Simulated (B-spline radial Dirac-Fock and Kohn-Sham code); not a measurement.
**Kohn-Sham estimates against Dirac-Fock for the levels of Mg⁷⁺**

System: magnesium as Mg⁷⁺, configuration [He] 2s2 2p1.

The density-functional columns are spherical, spin-unpolarised Dirac-Kohn-Sham results without Breit or QED terms: −ε is minus the orbital energy of the initial state and ΔSCF the difference of two total energies. The reference in the last column comes from relaxed Dirac-Fock hole states (ΔSCF) with Breit and QED corrections and a finite nucleus. All numbers are from a radial B-spline solver, in eV; a selection of levels is shown. The Kohn-Sham columns are given as differences from the reference.

```csv
level,PBE −ε − DF,PBE ΔSCF − DF,LDA −ε − DF,LDA ΔSCF − DF,Dirac-Fock
K,-67.9,+13.7,-74.8,+6.3,1580.7
L1,-14.7,+4.0,-15.6,+3.1,284.2
"L2,3",-22.5,-1.2,-22.5,-1.3,265.8
```

Values without a named source are computed, but for edge energies of neutral atoms, which are taken from tables.
